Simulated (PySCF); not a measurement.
# Orbital energies and ionisation energy

Compound: C6H9NSi.
SMILES with atom numbers: `[CH2:1]=[CH:2][c:3]1[cH:4][cH:5][cH:6][n:7]1[SiH3:8]` (hydrogens: H9, H10 on C1; H11 on C2; H12 on C4; H13 on C5; H14 on C6; H15, H16, H17 on Si8)

Geometry (PBE0-D3(BJ)/def2-SVP, Å), atoms numbered from 1 in this order:
```xyz
17
C6H9NSi angstrom
C      2.654   -0.665   -0.695
C      1.597    0.054   -0.291
C      0.253   -0.444   -0.065
C     -0.249   -1.736   -0.075
C     -1.634   -1.663    0.209
C     -1.942   -0.332    0.382
N     -0.799    0.419    0.220
Si    -0.739    2.188    0.348
H      3.635   -0.202   -0.822
H      2.575   -1.734   -0.910
H      1.754    1.124   -0.102
H      0.333   -2.637   -0.258
H     -2.333   -2.494    0.283
H     -2.894    0.143    0.612
H      0.174    2.602    1.452
H     -0.268    2.790   -0.930
H     -2.137    2.605    0.643
```

Level: CAM-B3LYP/def2-SVPD (PySCF). Frontier orbitals with their largest atomic shares (Löwdin; up to four atoms above 4 %):

| orbital | ε (eV) | main atoms |
| --- | --- | --- |
| HOMO−3 | -11.30 | C2 15 %, Si8 14 %, C1 12 %, H11 8 % |
| HOMO−2 | -9.95 | C2 33 %, C1 25 %, C3 12 %, C6 8 % |
| HOMO−1 | -8.50 | N7 26 %, C5 26 %, C4 24 %, C6 7 % |
| HOMO | -6.97 | ? |
| LUMO | 0.29 | C1 24 %, C2 20 %, C4 10 %, C3 9 % |
| LUMO+1 | 1.13 | Si8 49 %, H17 10 %, H16 9 %, H15 9 % |
| LUMO+2 | 1.16 | Si8 42 %, H16 12 %, H15 12 %, H17 12 % |

**Question.** What vertical ionisation energy does ΔSCF give, and how far is −ε(HOMO) from it?

**Answer.** ΔSCF: 7.57 eV (731 kJ/mol; threshold wavelength 164 nm); ⟨S²⟩ of the doublet left behind is 0.787, against 0.75 for a pure doublet. −ε(HOMO) is 6.97 eV, 0.60 eV below it. In exact Kohn–Sham theory the two would be equal; CAM-B3LYP (range-separated hybrid) falls short of its own ΔSCF value by 8 %. Holes in the HOMO−1 and HOMO−2 were tried too where these lie within 1.2 eV of the HOMO; the lowest converged state counts.

**Question.** On which atoms does the HOMO lie?

**Answer.** C6 (aromatic CH next to a ring nitrogen) 20 %, C3 (substituted aromatic carbon) 18 %, C1 (terminal =CH2 carbon) 16 %, C4 (aromatic CH carbon) 12 %, so no atom holds as much as 40 %. The HOMO−1 lies 1.53 eV lower.

**Question.** Shift the occupied levels rigidly so that −ε(HOMO) equals the ΔSCF value. What binding energies result?

**Answer.** The shift is +0.60 eV: HOMO 7.57, HOMO−1 9.10, HOMO−2 10.55, HOMO−3 11.90 eV. A rigid shift is only a rough guide to the deeper ionisations.

**Question.** How many of the 10 lowest singlet excitations (vertical TDDFT, same level) lie below the ionisation energy?

**Answer.** All 10; they run from 4.71 to 6.84 eV.

**Question.** With α = 108.5 au, estimate the like-pair dispersion coefficient by London's formula C6 = (3/4)α²I.

**Answer.** I = 0.2783 Eh, so C6 ≈ 2460 au, a rough estimate.

The structure is a single PBE0-D3(BJ)/def2-SVP conformer in the gas phase; no vibrational or solvent corrections.
